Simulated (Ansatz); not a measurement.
`[SiH3]C1N=[C]1[ZnH]` and `[SiH3]C1C=N1` differ in one atom or group.

Ansatz, PBE0-D4/def2-TZVP geometries, multiplicity 1. 

Scalar relativity is left out up to krypton.

```
                                      property  `[SiH3]C1N=[C]1[ZnH]`
size of the dipole moment (PBE/def2-TZVPP) / D                   2.31
         HOMO energy (ωB97M-V/def2-TZVPP) / eV                  -9.34
           HOMO–LUMO gap (PBE/def2-TZVPP) / eV                   3.38
            HOMO energy (PBE0/def2-TZVPP) / eV                  -7.18
             LUMO energy (PBE/def2-TZVPP) / eV                  -2.64
            LUMO energy (PBE0/def2-TZVPP) / eV                  -1.74
```

Task: Give the same properties after the change, and the shifts. (An estimate is asked.)

Result: The calculation gave: 
| property | `[SiH3]C1C=N1` | shift |
| --- | --- | --- |
| size of the dipole moment (PBE/def2-TZVPP) / D | 2.05 | -0.26 |
| HOMO energy (ωB97M-V/def2-TZVPP) / eV | -10.27 | -0.93 |
| HOMO–LUMO gap (PBE/def2-TZVPP) / eV | 4.75 | 1.37 |
| HOMO energy (PBE0/def2-TZVPP) / eV | -8.02 | -0.84 |
| LUMO energy (PBE/def2-TZVPP) / eV | -1.98 | 0.66 |
| LUMO energy (PBE0/def2-TZVPP) / eV | -0.83 | 0.91 |

With PBE0 the HOMO falls by 0.84 eV and the LUMO rises by 0.91 eV, so the gap widens by about 1.75 eV. PBE moves the HOMO by -0.71 eV and ωB97M-V by -0.93 eV. Dipoles are sizes alone; their direction can turn.
